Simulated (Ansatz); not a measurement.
CH₂AlBF₂ at its PBE0-D4/def2-TZVP geometry, where that method's forces vanish. Charge 0, multiplicity 1. The bonds changed during the relaxation, so this is another structure than the one it started from.

```tsv
atom	x (Å)	y (Å)	z (Å)
F1	0.599	2.211	0.810
C2	0.709	-0.364	-0.743
F3	1.805	0.107	-1.299
B4	-0.227	-1.322	-0.586
Al5	-0.209	0.790	0.610
H6	-1.163	-1.936	-0.232
H7	-1.514	0.515	1.439
```

Question: For each bond, give half the difference of the two atoms' forces along it (eV/Å; positive pushes the atoms apart) under PBE-D4, r2SCAN-D4, B3LYP-D4, ωB97M-V in def2-TZVPP. (An estimate is asked.)

Answer: Computed: 
```tsv
bond	length (Å)	PBE-D4	r2SCAN-D4	B3LYP-D4	ωB97M-V
F1–Al5	1.647	0.50	0.06	0.10	0.14
C2–F3	1.316	0.27	0.21	0.52	0.56
C2–B4	1.349	0.27	0.07	-0.21	-0.33
C2–Al5	2.002	-0.03	-0.05	-0.09	-0.08
B4–Al5	2.427	-0.03	0.06	0.11	-0.06
B4–H6	1.174	-0.16	-0.14	-0.12	-0.07
Al5–H7	1.570	-0.11	-0.06	-0.14	-0.20
```

B3LYP here is the variant with VWN-RPA as its local correlation; programs differ in this.
